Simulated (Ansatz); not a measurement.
Reaction (formal loss of a carbene): `FCBr` → `FBr` + `[CH2]` (triplet)

Gas-phase electronic energies from Ansatz, PBE0-D4/def2-TZVP geometries. CCSD(T)/CBS is the MP2 limit (def2-TZVPP, def2-QZVPP) plus CCSD(T) − MP2 in def2-TZVPP, frozen cores. This one scheme is used for every species. Triplets are unrestricted, without spin–orbit coupling. For Br outer-core shells are correlated without core-valence functions, which leaves a few kJ/mol of doubt a bond. Scalar relativity is left out up to krypton.

```json
{"species": "`FCBr`", "CCSD(T)/CBS(def2) energy (Eh)": "-2712.35054"}
{"species": "`FBr`", "CCSD(T)/CBS(def2) energy (Eh)": "-2673.03720"}
{"species": "`[CH2]` (triplet)", "CCSD(T)/CBS(def2) energy (Eh)": "-39.09499"}
```

(1) Work out ΔE.

Largest T1 diagnostic among the species: 0.011.

Results:

(1) ΔE = (-2673.03720) + (-39.09499) − (-2712.35054) = 0.21835 Eh = +573.3 kJ/mol.

From BLYP to BHLYP (50 % exact exchange), in def2-TZVPP and without D4, ΔE moves by +12.7 kJ/mol. The D4 term adds +6.7 kJ/mol with B3LYP and +3.4 kJ/mol with PBE0; it sums over pairs of atoms, weighted by their polarisabilities, and B3LYP, whose exchange is more repulsive, gets the larger term.

B3LYP here is the variant with VWN-RPA as its local correlation; programs differ in this.
